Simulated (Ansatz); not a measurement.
A run for Ansatz (a first-principles code): U-PBE/def2-TZVPP on O (SMILES [O]).

Ansatz 0.2 input:
```yaml
crystal:
  periodic: [false, false, false]
  atoms:
    - {symbol: O, position_ang: [0.00000000, 0.00000000, 0.00000000]}
basis:
  gaussian:
    orbitals: def2-TZVPP
hamiltonian:
  xc: {name: PBE}
magnetization: {spin_polarized: true, initial_magnetization: 2}
```

Program output:

```
WARN ansatz: RAYON_NUM_THREADS=1 ignored (pool sized by the plan → 1); use --threads N
Functional definition: PBE
integrals: 0.00 GiB planned
151 factors; their error is unknown
mean field: 0.06 GiB planned
mean field evaluation 1: about -2040.8264 eV, gradient 1.0e1 eV
mean field evaluation 2: about -2040.8355 eV, gradient 9.2e0 eV
mean field evaluation 4: about -2041.1190 eV, gradient 2.6e-2 eV
mean field evaluation 8: about -2041.1171 eV, gradient 7.3e-4 eV
mean field evaluation 16: about -2041.1171 eV, gradient 2.7e-5 eV
mean field evaluation 32: about -2041.1171 eV, gradient 1.8e-5 eV
mean field -2041.11713282 eV, -75.0096711124 hartree, gradient 5.6e-5 eV, S^2 2.002783; 2 other end points of the search recorded, 0 dependent functions left out
reference -2041.11714629 eV, -75.0096716071 hartree; 5, 3 occupied and 26, 28 virtual orbitals, 151 factors
Total energy: -2041.11714629 eV, -75.0096716071 hartree
```

Self-consistency was reached.

Cost: around 0.16 core-seconds (rough).
